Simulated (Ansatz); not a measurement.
Mg(H)(iPr) (C3H8Mg), SMILES C[CH](C)[MgH].

Geometry optimised at ωB97X-D3(BJ)/def2-SVP.

Two levels are set side by side: PBE/def2-SVPD (Ansatz, a first-principles code) and CAM-B3LYP/def2-SVPD (Ansatz). Energy differences of separate SCF runs at the same geometry; the states with an electron removed or added have multiplicity 2 and 2. Differences are taken from unrounded values.

```json
[
 {"quantity": "vertical ionisation energy (eV)", "PBE": "7.88"},
 {"quantity": "vertical singlet–triplet gap (eV)", "PBE": "3.71"}
]
```

Question: These are the PBE values. What does CAM-B3LYP give? (An estimate is asked for; the answer gives what the named calculation found.)

Answer: 
```csv
quantity,CAM-B3LYP,PBE minus CAM-B3LYP
vertical ionisation energy (eV),8.20,-0.32
vertical singlet–triplet gap (eV),4.18,-0.47
```
